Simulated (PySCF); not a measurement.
## ClSnN + HF → FSnN + HCl

Level: PBE0 in the def2-TZVP basis family, computed in PySCF with density fitting; scalar-relativistic core potentials for atoms from Rb on, none lighter, no spin–orbit coupling; open shells unrestricted.

```csv
species,state and structure,E (Eh),ZPE (kJ/mol),H(298 K) − H(0) (kJ/mol),S° (J/(mol K))
ClSnN,"singlet, C∞v, Sn–Cl 2.300 Å, Sn–N 1.821 Å; Cl–Sn–N 180.0°",-728.98127,8.4,13.8,284.5
HF,"singlet, C∞v, H–F 0.920 Å",-100.39188,24.9,8.7,173.6
FSnN,"singlet, C∞v, Sn–F 1.906 Å, Sn–N 1.822 Å; F–Sn–N 180.0°",-368.68920,9.9,13.2,273.4
HCl,"singlet, C∞v, H–Cl 1.279 Å",-460.66440,17.9,8.7,186.6
```

Q: What is the electronic reaction energy?

A: At PBE0/def2-TZVP, ΔE = 51.3 kJ/mol from the differences of the total energies times 2625.5, uphill. Ligand exchange with HF takes part in thermal etching.

Q: Add zero-point, thermal and entropy terms for 298.15 K and 1 bar.

A: ΔZPE = -5.5 and Δ[H(298) − H(0)] = -0.6 kJ/mol give ΔH° = 45.2 kJ/mol. ΔS° = 1.9 J/(mol K), so ΔG° = 45.2 − 298.15 × (0.0019) = 45 kJ/mol and log₁₀K = -7.8.

Only the bonding shown was studied: isomers, or loss of a ligand pair, can lie lower.
